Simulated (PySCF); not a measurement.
Match each property card to its molecule.

Structures:
1. `O=C(O)c1ccc(S)cc1`
2. `C[C@@H]1O[C@@H](F)C12COC2`
3. `[OH][Ti]([OH])([OH])[OH]`
4. `C=C(F)C(=O)O`
5. `FC(F)(F)[Si@H](P)N[SiH3]`
6. `[H][Sn]([H])([H])[CH3]`

Card P (geometry PBE0-D3(BJ)/def2-SVP):
* Rotational constants A, B, C: 1.306, 0.908, 0.663 GHz
* Static isotropic polarisability (wB97X-D/def2-SVPD): 100.8 au
* Point group: C1
* Vertical ionisation energy (ΔSCF wB97X-D/def2-SVPD): 9.71 eV
* HOMO energy (wB97X-D/def2-SVPD): -9.58 eV
* Lowest triplet excitation (Tamm–Dancoff) (TDA wB97X-D/def2-SVPD): 5.86 eV
* 13C chemical shifts (computed TMS as zero) by class (GIAO PBE0/pcSseg-1): 133.4 (1 C) ppm

Card Q (geometry PBE0-D3(BJ)/def2-SVP):
- Rotational constants A, B, C: 3.335, 3.330, 3.236 GHz
- Static isotropic polarisability (wB97X-D/def2-SVPD): 52.7 au
- Point group: S4
- Core binding energies (ΔSCF SCAN, pcX-2 on the ionised atom (unc-x2c-TZVPall on a metal), pcseg-1 elsewhere, spin-free X2C, 2p3/2 from a spin–orbit splitting computed afterwards within the 2p shell): Ti2p3/2 463.5, O1s 537.7 (×4) eV
- Dipole moment (wB97X-D/def2-SVPD): 0.00 D by symmetry (numerical residue 0.03 D)
- Largest of the computed one-bond spin–spin couplings (means over like bonds) (PBE/pcJ-1 (pcSseg-1 on Ti)): 17O–1H -73.4 (×4) Hz
- Lowest singlet excitation (TDDFT wB97X-D/def2-SVPD): 6.13 eV (202 nm, f = 0.000 summed over 3 states within 0.01 eV)

Card R (geometry PBE0-D3(BJ)/def2-SVP):
- Rotational constants A, B, C: 2.100, 1.704, 1.112 GHz
- Static isotropic polarisability (wB97X-D/def2-SVPD): 73.8 au
- Vertical ionisation energy (ΔSCF wB97X-D/def2-SVPD): 9.95 eV
- Dipole moment (wB97X-D/def2-SVPD): 2.22 D
- Point group: C1
- Lowest singlet excitation (TDDFT wB97X-D/def2-SVPD): 7.17 eV (173 nm, f = 0.001)

Card S (geometry PBE0-D3(BJ)/def2-SVP):
* Rotational constants A, B, C: 45.671, 6.816, 6.816 GHz
* Static isotropic polarisability (wB97X-D/def2-SVPD): 56.7 au
* Strongest line among the 10 lowest singlet transitions (TDDFT wB97X-D/def2-SVPD): S6 at 8.30 eV (149 nm, f = 0.561)
* Lowest singlet excitation (TDDFT wB97X-D/def2-SVPD): 7.77 eV (160 nm, f = 0.038)
* Dipole moment (wB97X-D/def2-SVPD): 0.75 D
* Lowest triplet excitation (Tamm–Dancoff) (TDA wB97X-D/def2-SVPD): 7.10 eV
* Vertical ionisation energy (ΔSCF wB97X-D/def2-SVPD): 10.61 eV

Card T (geometry PBE0-D3(BJ)/def2-SVP):
* Rotational constants A, B, C: 5.748, 3.554, 2.196 GHz
* Static isotropic polarisability (wB97X-D/def2-SVPD): 46.0 au
* HOMO energy (wB97X-D/def2-SVPD): -10.21 eV
* Isotropic shieldings of nuclei other than C and H, by class (GIAO PBE0/pcSseg-1): -95 (1 O), 139 (1 O), 288 (1 F) ppm
* Vertical ionisation energy (ΔSCF wB97X-D/def2-SVPD): 10.71 eV
* Point group: Cs
* Strongest line among the 10 lowest singlet transitions (TDDFT wB97X-D/def2-SVPD): S2 at 6.22 eV (199 nm, f = 0.313)

Card U (geometry PBE0-D3(BJ)/def2-SVP):
* Rotational constants A, B, C: 3.844, 0.560, 0.489 GHz
* Static isotropic polarisability (wB97X-D/def2-SVPD): 113.6 au
* Dipole moment (wB97X-D/def2-SVPD): 2.48 D
* HOMO energy (wB97X-D/def2-SVPD): -8.50 eV
* Point group: Cs
* Strongest line among the 6 lowest singlet transitions (TDDFT wB97X-D/def2-SVPD): S1 at 4.91 eV (253 nm, f = 0.419)

Species are written as SMILES; each is one conformer at its optimised geometry, gas phase (atoms past krypton carry core potentials, spin–orbit coupling is left out). Electronic properties by PySCF. Metal 2p energies of this one-determinant scheme are less reliable than its 1s energies. NMR classes are plain means over equivalent atoms (diastereotopic ones count apart unless rotation or inversion swaps them), as if these changed places fast.

Problem. Which card belongs to which structure?

Solution. P = 5, Q = 3, R = 2, S = 6, T = 4, U = 1. What ties each card to its structure:
- 1 (card U), C7H6O2S, monoisotopic mass 154.0 u, 10 heavy atoms: an asymmetric top with C = 0.489 GHz, the lowest such constant on the cards; polarisability 113.6 au for 80 electrons, the largest shown; dipole 2.48 D.
- 2 (card R), C6H9FO2, monoisotopic mass 132.1 u, 9 heavy atoms: an asymmetric top with C = 1.112 GHz; polarisability 73.8 au for 70 electrons; dipole 2.22 D.
- 3 (card Q), H4O4Ti, monoisotopic mass 116.0 u, 5 heavy atoms: core lines of O and Ti; point group S4; an oblate symmetric top (constants that symmetry makes equal differ by optimisation noise) with C = 3.236 GHz; polarisability 52.7 au for 58 electrons; a dipole under 0.05 D.
- 4 (card T), C3H3FO2, monoisotopic mass 90.0 u, 6 heavy atoms: an asymmetric top with C = 2.196 GHz; polarisability 46.0 au for 46 electrons, the smallest shown.
- 5 (card P), CH7F3NPSi2, monoisotopic mass 177.0 u, 8 heavy atoms: 1 C in 1 class; an asymmetric top with C = 0.663 GHz; polarisability 100.8 au for 90 electrons.
- 6 (card S), CH6Sn, monoisotopic mass 137.9 u, 2 heavy atoms: a nearly prolate symmetric top with C = 6.816 GHz, the highest such constant on the cards; polarisability 56.7 au for 62 electrons; dipole 0.75 D.
